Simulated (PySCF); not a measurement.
Atomic charges by several schemes

C₉H₉P.
Geometry (GFN2-xTB, Å), atoms numbered from 1 in this order:
```xyz
19
C9H9P angstrom
C      4.7387    0.6451   -0.1529
C      3.5711    0.3601   -0.1497
C      2.1967    0.0344   -0.1517
C      1.3199    0.8452   -0.8649
C     -0.0407    0.6268   -0.9438
C     -0.6864   -0.4372   -0.3196
C     -2.1817   -0.5570   -0.4334
C     -2.8623    0.1693    0.7286
C      0.0059   -1.3587    0.4439
P      1.7086   -1.3835    0.7549
H      5.7582    0.8925   -0.1532
H      1.7394    1.6978   -1.3849
H     -0.6366    1.3172   -1.5251
H     -2.5172   -0.1223   -1.3773
H     -2.4737   -1.6092   -0.4195
H     -3.9435    0.0858    0.6472
H     -2.5940    1.2236    0.7261
H     -2.5510   -0.2608    1.6783
H     -0.5612   -2.1601    0.9047
```

Density: PBE0/pcSseg-1 (PySCF); schemes: Mulliken, IAO, Hirshfeld and ESP-fitted. The structure is a single GFN2-xTB conformer in the gas phase; no vibrational or solvent corrections.

Atoms with like bonding are taken together and averaged. Which atoms carry the lowest charge in the Mulliken, IAO, Hirshfeld and ESP-fitted schemes?

The schemes don't all agree: Mulliken C3 (-0.618); IAO C8 (-0.411); Hirshfeld C8 (-0.114); ESP-fitted C4 (-0.568).

At which atom do the 4 schemes differ most?

At C3: from -0.618 (Mulliken) to +0.496 e (ESP-fitted), 1.114 e apart.

Tabulate the Mulliken, IAO, Hirshfeld and ESP-fitted charges.

In e; atoms taken as equivalent share a row and are averaged (×n: the atom named and its like, n in all):

```tsv
atom	environment	Mulliken	IAO	Hirshfeld	ESP-fitted
C1	terminal alkyne carbon	-0.370	-0.236	-0.109	-0.361
C2	alkyne carbon	+0.462	-0.022	-0.054	-0.146
C3	substituted aromatic carbon	-0.618	-0.235	-0.054	+0.496
C4	aromatic CH carbon	+0.062	-0.118	-0.034	-0.568
C5	aromatic CH carbon	-0.049	-0.152	-0.043	+0.185
C6	substituted aromatic carbon	-0.242	+0.035	+0.019	-0.366
C7	benzylic-type carbon	-0.138	-0.255	-0.064	+0.153
C8	methyl carbon	-0.263	-0.411	-0.114	-0.194
C9	aromatic CH carbon	-0.339	-0.389	-0.109	+0.040
P10	phosphorus bonded to 2 C	+0.555	+0.398	+0.106	-0.211
H11	alkyne hydrogen	+0.044	+0.204	+0.092	+0.292
H12	aromatic hydrogen	+0.105	+0.163	+0.054	+0.233
H13	aromatic hydrogen	+0.077	+0.151	+0.053	+0.103
H14/H15	methylene hydrogen	+0.124	+0.141	+0.044	+0.015
H16/H17/H18	methyl hydrogen	+0.118	+0.143	+0.041	+0.058
H19	aromatic hydrogen	+0.111	+0.158	+0.044	+0.141
```

Mean size of the charges over all atoms: Mulliken 0.212 e, ESP-fitted 0.194 e, IAO 0.191 e, Hirshfeld 0.061 e. Each set sums to the total charge, 0, to within 0.001 e. The Mulliken scheme counts on each atom the diagonal of the density matrix times the overlap matrix over that atom's basis functions. The IAO scheme counts the electrons in orthogonalised intrinsic atomic orbitals, a minimal basis polarised so that it spans the occupied orbitals exactly.

Sum the charges by element, for elements with more than one atom.

```csv
element,atoms,Mulliken,IAO,Hirshfeld,ESP-fitted
C,9,-1.494,-1.783,-0.560,-0.761
H,9,+0.939,+1.385,+0.454,+0.972
```

How many electrons does the IAO scheme count on C7?

Z − q = 6 − (-0.255) = 6.255.

The run behind these numbers computed NMR shieldings as well. On an Arm Neoverse V2 with one thread, no GPU, shared host with 32 logical CPUs at a one-minute load of 9.8, this took 45 s wall and 1.1 GiB of memory at its peak.
